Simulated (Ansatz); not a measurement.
## Telling isomers of C2H6AlCl apart by their spectra

These gas-phase data were calculated for one isomer of C2H6AlCl at B3LYP-D3(BJ)/6-311G** (harmonic, unscaled wavenumbers; equilibrium rotational constants with average atomic masses):

* rotational constants: 4.837, 3.064, 1.92 GHz
* all wavenumbers above 1500 cm⁻¹: 3099, 3097, 3079, 3079, 3017, 3015
* dipole moment: 2.24 D (PBE0/def2-TZVPD)

Candidates:

(1) `C[CH2][AlH][Cl]`, a singlet
(2) `[CH3][Al]([CH3])[Cl]`, a singlet

**Question.** Assign the data to one candidate and say why.

**Answer.** Candidate (2). No mode falls between 1700 and 2050 cm⁻¹, where the Al–H stretch of (1) would stand.

The same quantities for all candidates:

|  | rotational constants (GHz) | wavenumbers above 1500 cm⁻¹ | dipole (D) | E above the lowest, B3LYP-D3(BJ)/6-311G** (kcal/mol) |
| --- | --- | --- | --- | --- |
| (1) | 7.245, 2.435, 1.864 | 3091, 3079, 3023, 3015, 2990, 1970, 1510, 1502 | 2.04 | 15.0 |
| (2) | 4.837, 3.064, 1.92 | 3099, 3097, 3079, 3079, 3017, 3015 | 2.24 | 0.0 |

Harmonic stretches to hydrogen usually lie a few per cent above observed fundamentals. Each candidate is one conformer. Programs: Ansatz 0.2.0.
